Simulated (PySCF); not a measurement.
Input for PySCF: U-B3LYP/LANL2DZ on FHSeTe (SMILES F[Te][SeH]), a point of a bond scan (R = 2.955 Å).

```python
from pyscf import gto, scf, dft, mp
from pyscf.data.elements import chemcore

mol = gto.M(
    atom='''
    Te    0.42183517    0.29812461    0.73233809
    F     1.58576174    1.33129355   -0.42384185
    Se   -1.05809715   -0.75106279   -0.97162236
    H     0.59413517   -3.14491151   -1.49206484
    ''',
    basis='lanl2dz',
    ecp={'Se': 'lanl2dz', 'Te': 'lanl2dz'},
    charge=0, spin=0, verbose=3, max_memory=1800)
mf = dft.UKS(mol, xc='b3lyp')
mf.conv_tol = 1e-8
mf.max_cycle = 100
mf.init_guess_breaksym = True
mf.kernel()
if not mf.converged:
    mf = mf.newton().run(mf.mo_coeff, mf.mo_occ)
for _ in range(4):
    mo, _, stable, _ = mf.stability(return_status=True)
    if stable:
        break
    mf.kernel(mf.make_rdm1(mo, mf.mo_occ))
```

It printed:

```
converged SCF energy = -117.598248512831  <S^2> = 3.6618999e-08  2S+1 = 1.0000001
<class 'pyscf.dft.uks.UKS'> wavefunction has an internal instability
converged SCF energy = -117.625886573637  <S^2> = 0.88996149  2S+1 = 2.1353796
<class 'pyscf.dft.uks.UKS'> wavefunction is stable in the internal stability analysis
```

The calculation finished and met its thresholds. Its determinant has ⟨S²⟩ = 0.89, a mixture of spin states.

Cost: roughly 50 core-seconds.
